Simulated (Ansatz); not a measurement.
BH7N2OSi can be A, `NB(N)O[SiH3]`, or B, `N[SiH2]B(N)O`.

Computed with Ansatz on PBE0-D4/def2-TZVP structures; ΔE is electronic, products minus reactants. CBS: MP2 limit from def2 TZ/QZ plus the TZ coupled-cluster correction, frozen cores. DFT in def2-TZVPP. One conformer a species, not always the lowest.

**Question.** Which isomer does CCSD(T)/CBS put lower? Give the gap. (Best estimate.)

**Answer.** Ansatz gave: A, by 146.6 kJ/mol.

**Question.** Give E(B) − E(A) in kJ/mol with LDA (SPW92), CCSD(T)/def2-TZVPP, HF/def2-TZVPP, r2SCAN-D4, MP2/def2-TZVPP, PBE0-D4, CCSD/def2-TZVPP. (Best estimate.)

**Answer.** The calculation gave: LDA (SPW92) 132.3, CCSD(T)/def2-TZVPP 145.8, HF/def2-TZVPP 177.8, r2SCAN-D4 143.8, MP2/def2-TZVPP 150.3, PBE0-D4 135.2, CCSD/def2-TZVPP 150.5. None reverses the order clearly.

**Question.** Does the order hold for the free energy at 298.15 K (harmonic terms from PBE0-D4)? (Estimate.)

**Answer.** The calculation gave: Yes: G(B) − G(A) = +155.3 kJ/mol, for one conformer each. Modes under 60 cm⁻¹, often nearly free rotors, make the harmonic entropy too high.

Largest T1 diagnostic: 0.012.

Leaving LDA and LC-ωPBE aside and taking each functional with its dispersion term where it has one, the values, not all of them listed here, spread over 37.1 kJ/mol, from revPBE-D4 to BHLYP-D4. LDA lies +7.9 kJ/mol from PBE without D4. From r2SCAN to r2SCAN0 (25 % exact exchange), in def2-TZVPP and without D4, E(B) − E(A) moves by +5.7 kJ/mol.
